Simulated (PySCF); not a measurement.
**How methods differ on the ionisation energy of Si²⁺**

Si²⁺ [Ne] 3s2 (1S) → Si³⁺ [Ne] 3s1 (2S), as a difference of total energies. Calculation: PySCF 2.14, in aug-cc-pCVTZ-DK with one added diffuse shell each of s, p, d, f type (9s8p6d4f, 91 functions); the spin-free X2C one-electron Hamiltonian (Gaussian nucleus). Correlated levels: valence: [Ne] frozen. The calculations carry no spin-orbit coupling.

| method | ionisation energy (eV) |
| --- | --- |
| UHF | 32.021 |
| MP2 (valence) | 32.894 |
| SCS-MP2 (valence) | 33.069 |
| CCSD (valence) | 33.240 |

Question: How much does correlation contribute at MP2 (valence)?

Answer: 32.894 − (32.021) = 0.873 eV, measured against UHF.

Errors of the correlated levels include the incompleteness of this basis and the frozen core.

With two correlated electrons CCSD is exact in that space.

For comparison: 33.493 eV (measured; NIST Atomic Spectra Database, ionization energies).
